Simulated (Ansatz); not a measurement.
Abridged output of a molecular run in Ansatz:

```
Functional definition: HF
1752 factors; integrals over basis functions are off by at most 1.0e-3 eV
mean field evaluation 1: about -24854.5309 eV, gradient 3.6e1 eV
mean field evaluation 2: about -24854.8800 eV, gradient 3.7e1 eV
mean field evaluation 4: about -24858.4487 eV, gradient 4.3e0 eV
mean field evaluation 8: about -24858.5808 eV, gradient 6.6e-1 eV
mean field evaluation 16: about -24858.5856 eV, gradient 1.4e-6 eV
mean field -24858.58564099 eV, -913.5361725518 hartree, gradient 1.4e-6 eV, S^2 0.000000; 0 other end points of the search recorded, 0 dependent functions left out
16 core orbitals not correlated: weight in the atoms' cores, before any rotation towards them, 1.000 or more for the frozen orbitals, at most 0.000 for the correlated occupied ones
reference -24858.58564099 eV, -913.5361725518 hartree; 19, 19 occupied and 231, 231 virtual orbitals, 1752 factors
second order -29.01139433 eV of doubles, -0.00000000 eV of singles
cycle   1  -28.23867705 eV  change    7.7e-1 eV  update   1.5e-1
cycle   2  -29.10713281 eV  change   -8.7e-1 eV  update   5.0e-2
cycle   3  -29.32993360 eV  change   -2.2e-1 eV  update   2.8e-2
cycle   4  -29.29857968 eV  change    3.1e-2 eV  update   8.5e-3
cycle   5  -29.29044100 eV  change    8.1e-3 eV  update   4.8e-3
cycle   6  -29.29474497 eV  change   -4.3e-3 eV  update   1.9e-3
cycle   7  -29.29430539 eV  change    4.4e-4 eV  update   8.7e-4
cycle   8  -29.29360802 eV  change    7.0e-4 eV  update   3.4e-4
cycle   9  -29.29377634 eV  change   -1.7e-4 eV  update   1.4e-4
cycle  10  -29.29392586 eV  change   -1.5e-4 eV  update   5.6e-5
cycle  11  -29.29382697 eV  change    9.9e-5 eV  update   2.2e-5
cycle  12  -29.29384388 eV  change   -1.7e-5 eV  update   8.8e-6
perturbative correction -1.13967861 eV, -0.0418824165 hartree
Total energy: -24889.01916348 eV, -914.6545838748 hartree
```

Its atoms:

Cartesian coordinates in Å:
```
O -2.9947 0.2604 -1.0610
C -1.9427 -0.0578 -0.6273
Te -0.9140 1.0784 0.9331
Si 0.9498 -0.7372 1.1734
Al 1.4327 0.7290 -0.6689
H -1.3707 -0.9444 -0.9604
H 1.4050 -0.5176 2.5723
H 0.1873 -2.0163 1.1171
H 0.8443 0.2550 -2.0641
H 2.4032 1.9505 -0.4142
```

**Question.** Which basis set was used?
A. def2-TZVPPD
B. def2-SVP
C. def2-TZVPP
D. cc-pV(D+d)Z

**Answer.** C. It gives 266 functions.

**Question.** Write the keys of the input that set method, charge and spin (a neutral closed shell needs none for the last two).

**Answer.** 
```yaml
correlation: {method: ccsd_t}
```
